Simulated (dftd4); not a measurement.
HO, doublet, geometry from GFN2-xTB; D4 for tpssh (dftd4).

Input for dftd4:
```
$ dftd4 mol.xyz --func tpssh --charge 0 --json dftd4.json --noedisp

# file mol.xyz
2

O     -0.00000000    -0.00000000    -0.10703611
H      0.00000000     0.00000000     0.85628892
```

Task: Write the output that dftd4 gives for this input, abridged.

Result: 
```
                    ____  _____ _____     ____  _  _
      -------------|  _ \|  ___|_   _|---|  _ \| || |------------
     |             | | | | |_    | | ___ | | | | || |_           |
     |             | |_| |  _|   | ||___|| |_| |__   _|          |
     |             |____/|_|     |_|     |____/   |_|            |
     |             ===================================           |
     |            E. Caldeweyher, S. Ehlert & S. Grimme          |
     |          Mulliken Center for Theoretical Chemistry        |
     |                    University of Bonn                     |
      -----------------------------------------------------------

Rational (Becke-Johnson) damping: tpssh-D4-ATM
---------------------
  s6         1.0000
  s8         1.8590
  s9         1.0000
  a1         0.4429
  a2         4.6023
 alp        16.0000
--------------------

Dispersion energy:      -8.8397042135335E-05 Eh

[Info] JSON dump of results written to 'dftd4.json'
```
